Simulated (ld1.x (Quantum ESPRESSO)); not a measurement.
# Before and after: ultrasoft potential for Se (Z = 34)

```
Element                 : Se (Z = 34)
Generator               : ld1.x (Quantum ESPRESSO) 7.5
Type                    : ultrasoft
Functional              : PBE
Relativity              : scalar-relativistic
Frozen core             : [Ar]
Valence charge          : 16
Reference configuration : 3d10 4s2 4p4
Partial waves           : 4s (bound): rcut 1.15, rcutus 1.60 bohr; 4s channel at 0.8 Ry: rcut 1.15, rcutus 1.60 bohr; 4p (bound): rcut 1.30, rcutus 1.65 bohr; 4p channel at 0.8 Ry: rcut 1.30, rcutus 1.65 bohr; 3d (bound): rcut 0.75, rcutus 1.05 bohr; 3d channel at -1.7 Ry: rcut 0.75, rcutus 1.05 bohr
Local potential         : all-electron potential smoothed inside 1.00 bohr (lloc = -1)
Core correction         : a·sin(br)/r model core inside 0.75 bohr
Augmentation charge     : PSQ, inside the norm-conserving radii
```

Change: wave 4p channel at 0.8 Ry: rcut 1.30, rcutus 1.65 bohr becomes 4p channel at -0.34 Ry: rcut 1.30, rcutus 1.65 bohr.

Cutoffs: the cutoffs (Ry, on a coarse ladder) from which the occupation-weighted sum of valence levels, in a spherical-Bessel basis at the reference potential, stays within 10 and 1 mRy of its value at 400 Ry; they do not see the model core or the augmentation charge, which bear on the density cutoff. Errors are all-electron minus pseudo energies relative to the spin-unpolarised reference configuration.

Problem. What does the change do?

Solution. The potential gets neither clearly harder nor softer (140 Ry and 230 Ry → 140 Ry and 230 Ry); both files keep a bound ghost (s); of the 7 tests that both files solve, the error grows in 0 and shrinks in 3 by more than 15 % and 0.3 meV (median size 10.1 → 7.8 meV).

```csv
quantity,base,changed
"cutoff, loose",140 Ry,140 Ry
"cutoff, tight",230 Ry,230 Ry
bound ghosts,s,s
"error for 3d10 4s2 4p3, meV [ΔE 10.84 eV]",-1.7,-1.3
"error for 3d10 4s2 4p2, meV [ΔE 31.19 eV]",-4.8,-3.4
"error for 3d10 4s2 4p1, meV [ΔE 62.06 eV]",-10,-7.8
"error for 3d9 4s2 4p5, meV [ΔE 51.67 eV]",-412,-405
"error for 3d10 4s2 4p0, meV [ΔE 104.25 eV]",-20,-20
"error for 3d9 4s2 4p4, meV [ΔE 64.09 eV]",-427,-415
"error for 3d10 4s2 4p4.3, meV [ΔE -1.59 eV]",+0.3,+0.3
s: phases at 1.81 bohr within 0.05 rad from the reference energy up to (Ry; the scan ends near 5),to the end of the scan,to the end of the scan
p: phases at 1.81 bohr within 0.05 rad from the reference energy up to (Ry; the scan ends near 5),to the end of the scan,4.8
d: phases at 1.81 bohr within 0.05 rad from the reference energy up to (Ry; the scan ends near 5),to the end of the scan,to the end of the scan
lowest overlap eigenvalue by channel,"s 0.30, p 0.53, d 0.92","s 0.30, p 0.54, d 0.92"
```

 A true bound ghost makes a file unfit for plane-wave use even where its test errors are small: the radial tests pick states by their node count and pass the ghost by.
